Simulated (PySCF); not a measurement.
Indium: a sound run and one with changed settings

Sound run: In+ [Kr] 4d10 5s2, In(2+) [Kr] 4d10 5s1. Calculation: PySCF 2.14, in def2-SVP with the def2 core potential (28 electrons); a scalar-relativistic core potential. The sound run starts from symmetry-adapted Hartree-Fock orbitals and uses a fine grid where one is needed.

Changed run: radial step 1.2 in ln r (0.13 in the sound run). This setting is unsound on purpose.

```json
{"species": "In+", "method": "UHF", "sound run (hartree)": "-189.01529", "changed run (hartree)": "-189.01529", "converged": "yes"}
{"species": "In+", "method": "r2SCAN", "sound run (hartree)": "-189.96756", "changed run (hartree)": "-182.33902", "converged": "yes"}
{"species": "In+", "method": "PBE0", "sound run (hartree)": "-189.90334", "changed run (hartree)": "-184.56560", "converged": "yes"}
{"species": "In(2+)", "method": "UHF", "sound run (hartree)": "-188.39055", "changed run (hartree)": "-188.39055", "converged": "yes"}
{"species": "In(2+)", "method": "r2SCAN", "sound run (hartree)": "-189.27670", "changed run (hartree)": "-181.42396", "converged": "yes"}
{"species": "In(2+)", "method": "PBE0", "sound run (hartree)": "-189.21552", "changed run (hartree)": "-183.77580", "converged": "yes"}
```

Ionisation energy of In+:

| method | sound run (eV) | changed run (eV) |
| --- | --- | --- |
| UHF | 17.000 | 17.000 |
| r2SCAN | 18.799 | 24.900 |
| PBE0 | 18.717 | 21.492 |

A coarse radial grid mis-integrates the density and the exchange-correlation energy, with errors of either sign; Hartree-Fock needs no grid.

For comparison, NIST gives 18.870 eV between the lowest levels.
